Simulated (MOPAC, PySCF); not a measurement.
Noncovalent pair: NH3 (SMILES N) (first 4 atoms) with HCl (SMILES Cl); geometry from B3LYP-D3(BJ)/def2-TZVP, rigid monomers moved along the line of their centres of mass till N1···H6 is 2.43 Å.
(charge 0, multiplicity 1):
```tsv
atom	x (Å)	y (Å)	z (Å)
N	-0.0303	0.0770	0.6092
H	-0.5200	-0.7547	0.2991
H	-0.4651	0.8821	0.1729
H	0.9284	0.0198	0.2851
Cl	-0.1508	0.3707	4.3631
H	-0.1080	0.2660	3.0257
```

Counterpoise-corrected where a basis set is named; no monomer relaxation. Rows marked so take none.

Rows in 6-31G*, STO-3G carry no dispersion term and start afresh at each structure (6-31G* with six Cartesian d functions). The state that AM1 reach isn't checked.

Codes used: MOPAC for AM1 (differences of heats of formation); PySCF for 6-31G* rows, STO-3G rows. Values without a source in brackets are computed.

Question: One of these levels gives -36.4 kJ/mol for the interaction energy. Name it.
A. HF/STO-3G (no counterpoise)
B. AM1
C. HF/6-31G* (no counterpoise)
D. BP86/6-31G* (no counterpoise)

Answer: D, BP86/6-31G* (no counterpoise). The others give -11.7 (AM1), -25.8 (HF/STO-3G (no counterpoise)), -29.2 (HF/6-31G* (no counterpoise))
